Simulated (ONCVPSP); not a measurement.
## Configuration tests for Co (ONCV)

- Element: cobalt (Co)
- Generator: ONCVPSP 4.0.1
- Type: optimised norm-conserving Vanderbilt (ONCV)
- Functional: LDA (Perdew-Wang 92)
- Relativity: scalar-relativistic
- Frozen core: [Ne]
- Valence charge: 17
- Reference configuration: 3s2 3p6 3d7 4s1 (charge +1)
- Partial waves: 3s+4s: rc 1.40 bohr, ncon 4, nbas 9, qcut 8.1 1/bohr, 2 projectors; 3p: rc 1.20 bohr, ncon 4, nbas 7, qcut 11.9 1/bohr, 1 projector; 3d: rc 1.45 bohr, ncon 4, nbas 9, qcut 8.9 1/bohr, 2 projectors, debl 1.5 Ha
- Local potential: polynomial inside 1.15 bohr (lpopt 3, dvloc0 3 Ha)
- Core correction: Teter function, fcfact 3.5, rcfact 1.2

Energies are relative to the spin-unpolarised reference configuration 3s2 3p6 3d7 4s1; without spin polarisation the order of configurations can differ from experiment.

(1) Give the all-electron excitation energy and the error of the potential for: 3s2 3p6 3d7 4s2; 3s2 3p6 3d7 4s0; 3s2 3p6 3d6 4s0; 3s2 3p6 3d8 4s0.

Levels in the configuration 3s2 3p6 3d8 4s0:

```
level  all-electron (eV)  pseudo (eV)
   3s           -105.179     -105.192
   3p            -68.981      -68.962
   3d            -12.567      -12.591
```

Results:

(1)

| valence configuration | charge | ΔE all-electron (eV) | error AE − PS (meV) |
| --- | --- | --- | --- |
| 3s2 3p6 3d7 4s2 | 0 | -9.289 | +2.3 |
| 3s2 3p6 3d7 4s0 | +2 | 17.078 | +1.0 |
| 3s2 3p6 3d6 4s0 | +3 | 53.272 | +47 |
| 3s2 3p6 3d8 4s0 | +1 | -2.598 | +35 |
